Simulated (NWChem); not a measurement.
System: CH7NOSi; SMILES CN[SiH2]O

```xyz
11

Si    -0.4505    -0.6742    -0.2158
O      0.6535    -1.7384     0.4537
N      0.0951     0.8988    -0.6586
C      0.1285     2.0787     0.1964
H     -0.8649    -1.3768    -1.4500
H     -1.5650    -0.4298     0.7420
H      0.9812    -1.5170     1.3368
H      0.6733     0.9859    -1.4870
H     -0.5827     1.9476     1.0189
H      1.1188     2.2717     0.6372
H     -0.1743     2.9777    -0.3562
```
Atoms are numbered in this order, from 1.

All runs use the structure optimised with B3LYP/6-31G* (spherical d). B3LYP is NWChem's, with the RPA form of VWN correlation.

Give the principal values of the shielding tensors (ppm) of Si1, O2, N3, C4 from B3LYP/6-31G* (spherical d), GIAO (NWChem), with their diamagnetic and paramagnetic parts as GIAO splits them.


| atom | σ11 | σ22 | σ33 | isotropic | diamagnetic | paramagnetic |
|---|---|---|---|---|---|---|
| Si1 | 400.2 | 436.3 | 450.5 | 429.0 | 882.4 | -453.4 |
| O2 | 227.6 | 275.6 | 290.7 | 264.6 | 392.1 | -127.5 |
| N3 | 182.0 | 218.6 | 248.2 | 216.3 | 320.0 | -103.7 |
| C4 | 137.9 | 148.4 | 189.7 | 158.7 | 247.5 | -88.9 |
